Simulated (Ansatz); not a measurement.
`FB(F)S` + H₂O → `OB(F)F` + H₂S at 700 K and 1 bar (formal hydrolysis of a B–S bond).

Isolated molecules relaxed with PBE0-D4/def2-TZVP in Ansatz; ΔE leaves out vibrations. CCSD(T)/CBS is frozen-core, at the limit of the def2 triple- and quadruple-zeta sets. Each species was taken in one conformer, which may not be the lowest.

```
 species  CCSD(T)/CBS energy (Eh)  H − E (kJ/mol)  S (J/(mol·K))
`FB(F)S`               -622.90160            96.6          353.7
     H₂O                -76.37685            80.5          218.4
`OB(F)F`               -300.33333           106.9          333.0
     H₂S               -398.97119            64.8          236.9
```

H − E and S are ideal-gas, rigid-rotor, harmonic terms from PBE0-D4/def2-TZVP, for one conformer and one mirror image of each species. 1 Eh = 2625.50 kJ/mol, R = 8.31446 J/(mol·K).

Q: By hand: ΔE, ΔH, ΔS and ΔG.

A: ΔE = (-300.33333) + (-398.97119) − (-622.90160) − (-76.37685) = -0.02607 Eh = -68.4 kJ/mol. Δ(H − E) = 106.9 + 64.8 − 96.6 − 80.5 = -5.4, so ΔH = -73.8 kJ/mol. ΔS = 333.0 + 236.9 − 353.7 − 218.4 = -2.2 J/(mol·K). ΔG = -73.8 − 700 × (-2.2)/1000 = -72.3 kJ/mol.

Q: By hand: the equilibrium constant, and the temperature at which ΔG would vanish if ΔH and ΔS stayed fixed.

A: log₁₀ K = −ΔG/(RT ln 10) = 5.4. ΔG = 0 at ΔH/ΔS = 33545 K, far beyond where these terms or the molecules hold.

The number of gas molecules stays the same, so ΔS is small and ΔH decides. A doubt of 5 kJ/mol in ΔE shifts log₁₀ K by 0.4 here. Other conformers and mirror images would add mixing entropy, several J/(mol·K) or more a flexible species. These are equilibria of isolated gas molecules and say nothing of rates. Largest T1 diagnostic: 0.013 (customary marks: 0.02 for closed shells, 0.045 for open ones).
